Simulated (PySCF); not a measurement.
H2Zr, SMILES [ZrH2], multiplicity 1.

Geometry: PBE0-D3(BJ)/def2-TZVPD. The geometry has at least one imaginary mode, so it is a saddle point at that level. The spin state was assumed, not searched. The def2 effective core potentials stand for the cores of Zr; spin–orbit coupling is left out.

These are PBE0-D3(BJ)/def2-TZVPD run with PySCF 2.14.0 values and carry that method's errors.

Frequencies are harmonic and unscaled.

Modes within 1.5 cm⁻¹ of each other (mostly degenerate sets) share a row, with their intensities summed.

```json
[
 {"mode": "1–2", "ν (cm⁻¹)": "1023i", "IR (km/mol)": "894.8", "Raman (Å⁴/amu)": "0.0", "depolarisation": "–", "moving atoms (share of kinetic energy)": "H 98 %"},
 {"mode": "3", "ν (cm⁻¹)": "1448", "IR (km/mol)": "767.2", "Raman (Å⁴/amu)": "0.0", "depolarisation": "–", "moving atoms (share of kinetic energy)": "H 98 %"},
 {"mode": "4", "ν (cm⁻¹)": "1639", "IR (km/mol)": "0.0", "Raman (Å⁴/amu)": "166.6", "depolarisation": "0.65", "moving atoms (share of kinetic energy)": "H 100 %"}
]
```
